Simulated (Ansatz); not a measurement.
Molecule: CH7ClNSi2, charge -1, multiplicity 1. It need not be the lowest isomer of its formula. Whether it binds its extra electron was not tested at this geometry. 
Structure (B3LYP-D3(BJ)/def2-TZVP (Ansatz, a program for electronic structure) minimum search):
```
Si
N 1 1.6776
H 2 1.0068 1 118.27
H 1 1.4889 2 117.26 3 -80.64
Si 2 1.8665 3 114.01 1 -149.97
H 5 1.5417 2 97.73 3 -141.06
H 5 1.5504 6 92.20 2 97.40
C 1 1.8670 4 108.52 2 130.77
H 8 1.0903 1 109.30 4 -71.42
H 8 1.0916 9 108.22 1 119.87
H 8 1.0926 9 109.54 10 118.79
Cl 1 2.1523 4 100.73 2 -118.91
```
Charge -1, spin multiplicity 1.

Basis-set convergence of Hartree-Fock and CCSD correlation energies (hartree) with Ansatz. Correlated levels leave the core frozen unless marked. No spin-orbit coupling. No relativistic terms.

```tsv
basis	functions	E(HF)	E(corr, CCSD)
aug-cc-pV(D+d)Z	205	-1133.88790	-0.77642
aug-cc-pV(T+d)Z	418	-1133.95326	-0.92134
aug-cc-pV(Q+d)Z	749	-1133.96817	-0.96715
```

Extrapolating the two largest sets (X = 3 and 4) as X^-3: E(corr) = (64·(-0.96715) - 27·(-0.92134))/37 = -1.0006 Eh, an estimate of the basis-set limit. The largest set recovers 96.7 % of it, the smallest 77.6 %.
